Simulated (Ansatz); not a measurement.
Isolated molecules relaxed with PBE0-D4/def2-TZVP in Ansatz; ΔE leaves out vibrations. CBS: MP2 limit from def2 TZ/QZ plus the TZ coupled-cluster correction, frozen cores. One conformer a species, not always the lowest.

`[SiH3][SiH]1[AlH][S]1` + `CO[SiH](N)O` → `CO[SiH](N)O[SiH3]` + `[AlH]1[SiH2][S]1`  (cleavage of the Si–Si bond)

```
                species  CCSD(T)/CBS(def2) energy (Eh)
`[SiH3][SiH]1[AlH][S]1`                    -1220.97997
          `CO[SiH](N)O`                     -536.52175
    `CO[SiH](N)O[SiH3]`                     -826.84214
     `[AlH]1[SiH2][S]1`                     -930.69501
```

Question: Work out ΔE.

Answer: ΔE = (-826.84214) + (-930.69501) − (-1220.97997) − (-536.52175) = -0.03543 Eh = -93.0 kJ/mol.

Largest T1 diagnostic among the species: 0.015.

From PBE to PBE0 (25 % exact exchange), in def2-TZVPP and without D4, ΔE moves by −8.7 kJ/mol. In def2-TZVPP, CCSD(T) changes the Hartree–Fock value by +27.4 kJ/mol (the triples alone add +4.5 kJ/mol) and MP2 by +23.1 kJ/mol.
